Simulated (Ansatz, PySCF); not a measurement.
Gas-phase reaction in SMILES: [SiH3][N-][SiH3] -> [SiH2-]N[SiH3]
Geometries: B3LYP-D3(BJ)/def2-TZVP minima from Ansatz (a quantum-chemistry and plane-wave program), one conformer each, not searched for the lowest.

Quantity: isomerisation energy (enthalpy at 298 K, with B3LYP-D3(BJ) rigid-rotor harmonic-oscillator terms from PySCF), in eV. Valence correlation only, unless marked. Spin-orbit coupling is left out. No relativistic terms. Anions need diffuse functions: aug- sets have them; def2-D sets add few; the other sets have none. CBS(X,Y): correlation extrapolated as X^-3; Hartree-Fock from the larger set. [CCSD(T)-MP2]/basis is that difference in the basis named.

```json
[
 {"level": "HF/aug-cc-pV(T+d)Z", "program": "Ansatz", "isomerisation energy (eV)": "0.91"}
]
```

Q: Estimate the value at RI-MP2/CBS(aug-cc-pV(T+d)Z,aug-cc-pV(Q+d)Z)+[CCSD(T)-MP2]/aug-cc-pV(T+d)Z as computed with Ansatz.

A: 0.82 eV, so HF/aug-cc-pV(T+d)Z differs from it by 0.09 eV.
